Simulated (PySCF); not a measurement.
State search for GaO

Unrestricted PBE0; Ga cc-pVDZ-PP with ECP10, O cc-pVDZ; scalar-relativistic core potentials (PySCF 2.14). Outer shells of the fragments: Ga 3d10 4s2 4p1; O 2s2 2p4.

Followed along the bond (rough minima from three points):

```tsv
2Ms+1	unpaired	⟨S²⟩ at the start	R at minimum (Å)	Te (eV)
2	σ ↑	0.77	1.73	0.00
2	π ↑	0.75	1.90	0.14
4	σ ↑, π ↑↑	3.76	1.96	3.35
```

Solutions found at the starting distance of 1.805 Å, counted from the lowest of them; the search is not exhaustive and high or unbound solutions are not listed, so other states can lie among these:

| 2Ms+1 | unpaired | term | E (eV) | ⟨S²⟩ | ⟨Lz²⟩ | μ (D) |
| --- | --- | --- | --- | --- | --- | --- |
| 2 | σ ↑ | ²Σ⁺ | 0.00 | 0.77 | 0.00 | -3.48 |
| 2 | π ↑ | ²Π | 0.15 | 0.75 | 1.01 | -1.49 |
| 4 | σ ↑, π ↑↑ | mixed | 3.41 | 3.76 | 2.01 | -1.26 |
| 4 | σ ↑, π ↑↑ | mixed | 3.64 | 3.76 | 2.00 | -1.22 |
| 2 | σ ↑, π ↑↓ | mixed | 4.22 | 1.76 | 2.01 | -0.79 |
| 4 | π ↑↑↑ | ⁴Π | 5.85 | 3.76 | 1.01 | 3.04 |
| 4 | σ ↑↑, π ↑ | ⁴Π | 6.02 | 3.76 | 1.01 | -0.62 |
| 4 | σ ↑↑, π ↑ | ⁴Π | 6.05 | 3.75 | 1.00 | -2.36 |
| 4 | σ ↑↑↑ | ⁴Σ⁺ | 8.81 | 3.76 | 0.00 | -1.68 |

A term symbol is given only where ⟨S²⟩ and ⟨Lz²⟩ are close to those of a pure state; real π, δ and φ orbitals otherwise mix terms. A positive dipole means Ga(−)O(+).

Spin–orbit coupling is left out. Counting both spins, an empty level lies below a filled one in some of these solutions, because spin and occupation are held.
